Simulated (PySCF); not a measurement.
**Dipole response of C (carbon, neutral)**

[He] 2s2 2p2, high-spin 3P determinant. Computed with PySCF 2.14 in x2c-TZVPPall with one added diffuse shell each of s, p, d type (6s4p3d1f, 40 functions), with the spin-free X2C one-electron Hamiltonian (Gaussian nucleus). Coupled (time-dependent) response in atomic units; α is the mean over directions.

| method | mean α (bohr³) | α xx, yy, zz | C₆ (like pair) | S(−4) |
| --- | --- | --- | --- | --- |
| UHF | 11.91 | 10.84, 12.45, 12.45 | 46.08 | 93.39 |
| PBE | 13.35 | 11.31, 14.38, 14.38 | 54.42 | 109.1 |
| PBE0 | 12.61 | 10.92, 13.46, 13.46 | 50.56 | 92.95 |
| BHandHLYP | 11.97 | 10.60, 12.66, 12.66 | 47.13 | 81.14 |
| revPBE | 13.34 | 11.28, 14.37, 14.37 | 54.39 | 109.2 |

S(−4) is the Cauchy moment in α(ω) = α(0) + S(−4) ω² + …

Reference α: 11.3 ± 0.4 bohr³ (recommended; Schwerdtfeger and Nagle, table of static dipole polarizabilities (2023 update)). Published C₆: 46.60 (Chu and Dalgarno (2004); Tang, Norbeck and Certain (1976)).

α(iu) at PBE0:

```tsv
u (hartree)	α(iu) (bohr³)
0	12.61
0.0500	12.39
0.100	11.77
0.200	9.964
0.300	8.103
0.500	5.312
0.750	3.340
1.00	2.270
1.50	1.234
2.00	0.7714
3.00	0.3817
5.00	0.1506
```

A single London oscillator, α(iu) = α/(1 + u²/ω²), gives C₆ = (3/4) ω α². Matching the computed C₆ needs ω = 4 × 50.56 / (3 × 12.61²) = 0.424 hartree.

The components differ because the open shell of this determinant is not spherical; for a pure term their mean is the scalar polarisability.
